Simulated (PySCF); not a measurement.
Relaxation of singlet SbOF

Computed with PBE0/[Sb def2-TZVP with ECP28, O def2-TZVP, F def2-TZVP], scalar-relativistic core potentials, density fitting, no spin–orbit coupling, PySCF. A (50,194) grid was used.

A start displaced from a saddle point along its imaginary mode, of Cs symmetry, held to at least that symmetry:

```xyz
3
charge 0 multiplicity 1, angstrom
Sb   -0.0298    0.0000   -0.0653
O     0.1200    0.0000   -1.8839
F     0.0889    0.0000    2.0015
```

Question: What forces act on the atoms at the start (eV/Å)?

Answer: 
| atom | Fx | Fy | Fz |
| --- | --- | --- | --- |
| Sb1 | -0.83 | 0.00 | -0.17 |
| O2 | 0.43 | 0.00 | 0.33 |
| F3 | 0.40 | 0.00 | -0.17 |

Question: What does it relax to?

Answer: It ends at Cs with Sb–F 1.917 Å, Sb–O 1.787 Å; F–Sb–O 102.8°. No frequency check is given, so it may be a saddle point. Other isomers or separated fragments may lie lower.

Question: How much energy is released, and in how many steps?

Answer: 177.6 kJ/mol in 9 steps.

The relaxation took roughly 40 core-seconds on a shared host.
